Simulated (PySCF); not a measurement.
**Unknown compound**

The spectra below were simulated for a compound C7H10O4.

¹H NMR (400 MHz, computed): δ 5.89 (m, 1H), 5.60 (m, 1H), 4.91 (d, 2H), 2.20 (s, 3H), 1.93 (d, 3H).

¹³C{¹H} NMR (computed): δ 170.3, 155.0, 132.7, 131.3, 70.5, 23.6, 21.8.

Theory: geometry: GFN2-xTB, σ from GIAO-PBE0/pcSseg-1, in PySCF 2.14 (isolated molecule, one conformer, averaged over atoms made equivalent by symmetry, fast rotation or ring inversion, non-relativistic Hamiltonian).

δ = σ(ref) − σ, references computed at the same level: ¹H (σref 31.72), ¹³C (σref 186.93) against TMS.

Propose a structure and justify it.

Answers


The formula gives 3 degrees of unsaturation (no ring in the answer). 7 carbon signals for 7 carbons: no two carbons are equivalent. Carbon types of the structure: 2 × C, 2 × CH, 1 × CH2, 2 × CH3, which accounts for all hydrogens. δC 170.3: anhydride carbonyl carbon; lone-pair donation from the attached heteroatom keeps it upfield of a ketone carbonyl. δC 155.0: carbonate carbon; it is a carbonyl in resonance with an O or N lone pair, the region of acids, esters and amides. δC 132.7, 131.3: alkene CH; as expected for a trigonal carbon in a double bond. δC 70.5: allylic sp3 CH2 bonded to O; deshielded by the electronegative neighbour. δC 23.6: methyl carbon α to a carbonyl; α to the electron-withdrawing carbonyl group. δC 21.8: allylic methyl carbon; saturated and bonded to C and H only. δH 1.93: hydrogen on an allylic methyl carbon; allylic position.

These data were computed for `C/C=C/COC(=O)OC(C)=O`.

This is the structure that produced the data.

Shifts are as computed. Against solution values, carbons near 30 ppm lie about +3 ppm off and those near 130 ppm about +5 ppm. Of 1211 compounds with measured shifts, 218 miss one by over three times the rms of a fit or turn the order of signals round; such compounds aren't used in these exercises. Multiplicities follow the n + 1 count of equivalent neighbours, as no J values were calculated; m marks all less simple cases, F and P coupling included.
